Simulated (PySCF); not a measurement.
## Basis and Hamiltonian dependence of the excitation energy of N²⁺

N²⁺ [He] 2s2 2p1 (2P) → N²⁺ [He] 2s1 2p2, s spin flipped. All values are computed (PySCF 2.14, energy differences of UHF-based or UKS calculations, no spin-orbit coupling). Values in eV.

```tsv
basis	Hamiltonian	functions	UHF	PBE	PBE0	MP2 (valence)
aug-cc-pVDZ	non-relativistic	23	13.965	11.416	12.076	13.174
def2-TZVPPD	non-relativistic	37	13.884	11.352	12.008	12.991
def2-QZVPPD	non-relativistic	63	13.891	11.356	12.012	12.978
dyall-av3z	non-relativistic	71	13.890	11.356	12.011	13.016
x2c-QZVPPall with one added diffuse shell each of s, p, d, f type	spin-free X2C	73	13.928	11.392	12.048	13.014
dyall-acv3z	non-relativistic	76	13.891	11.356	12.011	13.015
aug-cc-pV5Z	non-relativistic	127	13.893	11.356	12.012	12.981
```

Frozen in the all-electron rows: valence: 1s2.

In the upper determinant the s electron has its spin opposite to the other open shell, which mixes two multiplicities.
